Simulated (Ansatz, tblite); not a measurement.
Spin states of the cluster PtS3⁻ (the lowest doublet isomer of a short search), each relaxed with r2SCAN-D4/def2-SVPD in Ansatz. Electronic energies in the gas phase.

In the def2 sets Pt takes a core potential; there is no spin–orbit coupling. The xTB rows come from tblite. LC-ωPBE has ω = 0.4 bohr⁻¹. B3LYP takes the VWN-RPA correlation. Correlated methods freeze 15 core orbitals; core or outer-core shells of Pt are correlated, in sets that lack core-valence functions. The rows differ in basis, and correlated rows in double-zeta sets carry the largest basis error. In CCSD on the charge -1 doublet the largest single amplitude is 0.21, so its Hartree–Fock determinant may place the open shell otherwise than the density functionals do. The structure comes from a short search, and lower isomers may exist.

Doublet geometry:

```xyz
4

Pt   -0.137   -0.450    0.248
S     1.366    0.759   -1.041
S    -0.329    1.836   -0.520
S    -0.900   -2.145    1.313
```

Quartet geometry (C2v within 0.1 Å):

```xyz
4

Pt   -0.210    0.020    0.501
S    -0.017    0.694   -1.804
S     1.280   -0.817   -1.199
S    -1.053    0.103    2.502
```

Run but left out: MP2/def2-SVPD, MP2/def2-TZVPD (doublet: ⟨S²⟩ 1.03 to 1.04, where a pure state has 0.75).

Only these spin states were relaxed. Higher spins weren't run and may lie lower.

```json
{"level": "GFN1-xTB", "quartet − doublet (kJ/mol)": "131.6", "lowest of these": "doublet", "remarks": "–"}
{"level": "GFN2-xTB", "quartet − doublet (kJ/mol)": "84.8", "lowest of these": "doublet", "remarks": "–"}
{"level": "HF/def2-TZVPD", "quartet − doublet (kJ/mol)": "23.7", "lowest of these": "doublet", "remarks": "spin-contaminated (⟨S²⟩ 1.04) (doublet), spin-contaminated (⟨S²⟩ 3.88) (quartet)"}
{"level": "PBE-D4/def2-TZVPD", "quartet − doublet (kJ/mol)": "64.7", "lowest of these": "doublet", "remarks": "HOMO above zero (quartet)"}
{"level": "PBE0-D4/def2-TZVPD", "quartet − doublet (kJ/mol)": "64.6", "lowest of these": "doublet", "remarks": "–"}
{"level": "B2PLYP/def2-TZVPD", "quartet − doublet (kJ/mol)": "74.9", "lowest of these": "doublet", "remarks": "–"}
{"level": "PBE-QIDH/def2-TZVPD", "quartet − doublet (kJ/mol)": "78.8", "lowest of these": "doublet", "remarks": "–"}
{"level": "CCSD/def2-SVPD", "quartet − doublet (kJ/mol)": "60.8", "lowest of these": "doublet", "remarks": "spin-contaminated (⟨S²⟩ 1.03) (doublet)"}
```

Question: Estimate the rows for HF/def2-SVPD, r2SCAN-D4/def2-TZVPD, B97M-V/def2-TZVPD, B3LYP-D4/def2-TZVPD, LC-ωPBE/def2-TZVPD, RPA@PBE/def2-TZVPD, CCSD(T)/def2-SVPD.

Answer: 
| level | quartet − doublet (kJ/mol) | lowest of these | remarks |
| --- | --- | --- | --- |
| HF/def2-SVPD | 17.4 | doublet | spin-contaminated (⟨S²⟩ 1.03) (doublet) |
| r2SCAN-D4/def2-TZVPD | 57.7 | doublet | HOMO above zero (quartet) |
| B97M-V/def2-TZVPD | 70.3 | doublet | HOMO above zero (quartet) |
| B3LYP-D4/def2-TZVPD | 63.8 | doublet | – |
| LC-ωPBE/def2-TZVPD | 68.8 | doublet | – |
| RPA@PBE/def2-TZVPD | 76.8 | doublet | – |
| CCSD(T)/def2-SVPD | 66.3 | doublet | spin-contaminated (⟨S²⟩ 1.03) (doublet) |

The xTB methods have no spin-polarisation term.

Question: How do the metal–ligand distances follow the spin state?

Answer: 
| state | donor atoms | mean metal–ligand distance (Å) | range (Å) | Mulliken spin on the metal (PBE0) |
| --- | --- | --- | --- | --- |
| doublet | 3 | 2.294 | 2.14–2.42 | 0.33 |
| quartet | 3 | 2.331 | 2.17–2.41 | 0.80 |

⟨S²⟩ at PBE0-D4/def2-TZVPD: doublet 0.76 (pure 0.75), quartet 3.78 (pure 3.75).
